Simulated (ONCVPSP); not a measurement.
**hafnium (Hf): one change to an ONCV potential, before and after**

```
Element                 : Hf
Generator               : ONCVPSP 4.0.1
Type                    : optimised norm-conserving Vanderbilt (ONCV)
Functional              : PBE
Relativity              : scalar-relativistic
Frozen core             : [Kr] 4d10 4f14
Valence charge          : 12
Reference configuration : 5s2 5p6 5d2 6s1 6p1
Partial waves           : 5s+6s: rc 1.75 bohr, ncon 5, nbas 8, qcut 7 1/bohr, 3 projectors, debl 3 Ha; 5p+6p: rc 1.90 bohr, ncon 5, nbas 8, qcut 5.7 1/bohr, 2 projectors; 5d: rc 2.45 bohr, ncon 4, nbas 9, qcut 6.2 1/bohr, 1 projector
Local potential         : polynomial inside 1.50 bohr (lpopt 5, dvloc0 4 Ha)
Core correction         : polynomial model core, fcfact 0.15
```

Change: core correction none.

Cutoffs: the cutoffs (Ha) at which the residual kinetic energy of the hardest occupied pseudo-wave falls to 1 and 0.1 mHa per electron; they do not see the model core or the augmentation charge, which bear on the density cutoff. Errors are all-electron minus pseudo energies relative to the spin-unpolarised reference configuration.

Question: Predict the effect on cutoff, ghosts and configuration errors.

Answer: The potential gets neither clearly harder nor softer (21 Ha and 45 Ha → 21 Ha and 45 Ha); of the 4 tests that both files solve, the error grows in 2 and shrinks in 2 by more than 15 % and 0.3 meV (median size 6.1 → 1.6 meV); neither file shows a bound ghost.

```csv
quantity,base,changed
"cutoff, loose",21 Ha,21 Ha
"cutoff, tight",45 Ha,45 Ha
bound ghosts,none,none
GHOST(+) flags under 300 eV,none,none
"error for 5s2 5p6 5d2 6s2 6p0, meV [ΔE -3.83 eV]",+0.5,+2.9
"error for 5s2 5p6 5d2 6s1 6p0, meV [ΔE 4.15 eV]",-1.9,-0.1
"error for 5s2 5p6 5d2 6s0 6p0, meV [ΔE 18.33 eV]",-10,+12
"error for 5s2 5p6 5d3 6s0 6p0, meV [ΔE 6.16 eV]",-14,-0.2
s: phases at 1.78 bohr within 0.05 rad from the reference energy up to (Ha; the scan ends near 5),to the end of the scan,to the end of the scan
p: phases at 1.92 bohr within 0.05 rad from the reference energy up to (Ha; the scan ends near 5),to the end of the scan,to the end of the scan
d: phases at 2.49 bohr within 0.05 rad from the reference energy up to (Ha; the scan ends near 5),to the end of the scan,to the end of the scan
```
